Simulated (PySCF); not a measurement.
# Correlation energy of S⁻ (sulfur, charge -1)

[Ne] 3s2 3p5, 2P determinant. All numbers are calculated (PySCF 2.14, no relativity, point nucleus, in aug-cc-pV(Q+d)Z). Frozen: [Ne]; 7 electrons correlated.

```csv
level,correlation energy (mhartree)
CCSD,-189.02
(T),-9.27
CCSD(T),-198.29
```

Diagnostics: T1 = 0.010, D1 = 0.0272, largest double amplitude 0.035.

**Question.** Is a single reference adequate?

**Answer.** Yes: T1 lies below 0.03 and no double amplitude reaches 0.07.
